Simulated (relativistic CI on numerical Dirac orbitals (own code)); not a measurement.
**How well does a small relativistic CI reproduce Ca6+?**

Calculated at this level of theory: Dirac-Coulomb-Breit CI, KLI orbitals optimised for each configuration, model QED (radiative potential, 1s self-energy scaled to tabulated hydrogen-like ionisation energies), unscaled Slater integrals (own radial code, finite nucleus).

Configurations in the expansion (outside the closed core [Ne]): 3s2 3p2, 3s 3p3, 3s2 3p 3d, 3p4, 3s 3p2 3d, 3p3 3d, 3s2 3p 4s, 3s 3p 3d2, 3s2 3p 4p, 3s2 3p 4d, 3s2 3p 4f, 3s 3p2 4s, 3s2 3p 5s, 3s 3p2 4p, 3s2 3d2, 3s 3d3, 3p2 3d2, 3p 3d3, 3p 3d2 4s, 3p 3d2 4p, 3p 3d2 4d. Double excitations out of closed p, d and f shells are left out; levels of such configurations are missing from the list, as are those of other unlisted configurations, and high levels can miss mixing partners. These lack a partner that the ground configuration has and come out too high: 3s 3p2 4s, 3s 3p2 4p, 3s2 3p 4f, 3s2 3p 5s.

```tsv
Configuration	Term (tabulated)	J	Measured (cm⁻¹)	Computed	Error	Purity (%)
3s2 3p2	3P	0	0.0	0	0	95
3s2 3p2	3P	1	1624.9	1580	-45	96
3s2 3p2	3P	2	4071.4	4019	-52	95
3s2 3p2	1D	2	21864.0	24150	2286	95
3s2 3p2	1S	0	48981.4	52729	3747	94
3s 3p3	3D°	1	160157.5	159789	-368	85
3s 3p3	3D°	2	160220.3	159862	-358	85
3s 3p3	3D°	3	160529.2	160169	-360	86
3s 3p3	3P°	1	185392.9	186328	935	86
3s 3p3	3P°	2	185412.2	186338	926	84
3s 3p3	3S°	1	245240.5	251443	6202	89
3s 3p3	1P°	1	252489.9	260543	8053	80
3s2 3p 3d	3P°	2	286224.0	293029	6805	74
3s2 3p 3d	3P°	1	288160.0	294620	6460	82
3s2 3p 3d	3P°	0	289004.0	295357	6353	84
3s2 3p 3d	3D°	2	295772.0	303953	8181	81
3s2 3p 3d	3D°	3	296132.0	304327	8195	83
3s2 3p 3d	1F°	3	324885.0	335956	11071	95
3s2 3p 4s	3P°	0	490059.0	505206	15147	98
3s2 3p 4s	3P°	1	490919.0	506185	15266	93
3s2 3p 4s	3P°	2	494262.0	509489	15227	98
3s2 3p 4s	1P°	1	498683.0	515612	16929	93
```

Measured levels from Sugar and Corliss, J. Phys. Chem. Ref. Data 8, 865 (1979); pairs were made by configuration, J and term (by order where the table uses no LS term), so strongly mixed levels may be paired wrongly. Some J values or terms of the table were assigned by a fit.

Mean error by configuration (cm⁻¹): 3s2 3p2 1484; 3s 3p3 2147; 3s2 3p 3d 7844; 3s2 3p 4s 15642. Over the excited levels the mean absolute error is 6332 cm⁻¹ (21 of the 21 excited levels that our extract of the source holds in range could be paired), and the median relative error of those above 1,000 cm⁻¹ is 2.8 %.
